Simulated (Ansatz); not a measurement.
One change: `BOB` becomes `B[O][GaH2]`.

Ansatz, PBE0-D4/def2-TZVP geometries, multiplicity 1. 

Scalar relativity is left out up to krypton.

| property | `BOB` |
| --- | --- |
| HOMO energy (B3LYP/def2-TZVPP) / eV | -8.49 |
| ideal-gas entropy at 298 K and 1 bar (rigid rotor, harmonic PBE0-D4/def2-TZVP) / J/(mol·K) | 263 |
| HOMO energy (PBE/def2-TZVPP) / eV | -7.19 |
| LUMO energy (B3LYP/def2-TZVPP) / eV | -1.82 |
| LUMO energy (PBE0/def2-TZVPP) / eV | -1.58 |
| HOMO energy (ωB97M-V/def2-TZVPP) / eV | -11.07 |

Q: What does the change do to each property? (Best estimate.)

A: Ansatz gave: 
| property | `B[O][GaH2]` | shift |
| --- | --- | --- |
| HOMO energy (B3LYP/def2-TZVPP) / eV | -7.49 | 1.00 |
| ideal-gas entropy at 298 K and 1 bar (rigid rotor, harmonic PBE0-D4/def2-TZVP) / J/(mol·K) | 315 | 52 |
| HOMO energy (PBE/def2-TZVPP) / eV | -6.31 | 0.88 |
| LUMO energy (B3LYP/def2-TZVPP) / eV | -1.93 | -0.11 |
| LUMO energy (PBE0/def2-TZVPP) / eV | -1.63 | -0.05 |
| HOMO energy (ωB97M-V/def2-TZVPP) / eV | -9.99 | 1.08 |

With PBE0 the HOMO rises by 1.01 eV and the LUMO falls by 0.05 eV, so the gap narrows by about 1.06 eV. PBE moves the HOMO by 0.88 eV and ωB97M-V by 1.08 eV.

B3LYP here is the variant with VWN-RPA as its local correlation; programs differ in this.
